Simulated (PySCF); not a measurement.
Working out the ionisation energy of Ir⁺

Ir⁺ [Xe] 4f14 5d7 6s1 (5F) → Ir²⁺ [Xe] 4f14 5d7 (4F). All numbers are calculated (PySCF 2.14, a scalar-relativistic core potential, in aug-cc-pVTZ-PP with ECP60MDF (6s6p5d3f2g, 88 functions)). Frozen: 5s2 5p6. Energies in hartree (1 hartree = 27.21139 eV):

```json
{"part": "UHF", "Ir⁺ (lower)": "-103.368032", "Ir²⁺ (upper)": "-102.767388"}
{"part": "MP2 opposite-spin", "Ir⁺ (lower)": "-0.104056", "Ir²⁺ (upper)": "-0.088379"}
{"part": "MP2 same-spin", "Ir⁺ (lower)": "-0.082172", "Ir²⁺ (upper)": "-0.059206"}
```

Task: What does Hartree-Fock give?

Result: (-102.767388) − (-103.368032) = 0.600644 hartree = 16.344 eV.

Task: What do MP2 and SCS-MP2 (6/5 opposite-spin, 1/3 same-spin) give?

Result: The opposite-spin parts differ by 0.427 eV and the same-spin parts by 0.625 eV. MP2: 16.344 + (0.427) + (0.625) = 17.396 eV. SCS-MP2: 16.344 + 1.2 × (0.427) + (0.625)/3 = 17.065 eV.

Reference: 17 ± 0.3 eV (semi-empirical (NIST evaluation); NIST Atomic Spectra Database, ionization energies), between the lowest levels; spin-orbit coupling is absent from the calculation.

What remains against the reference includes basis incompleteness, the frozen core and correlation beyond second order.
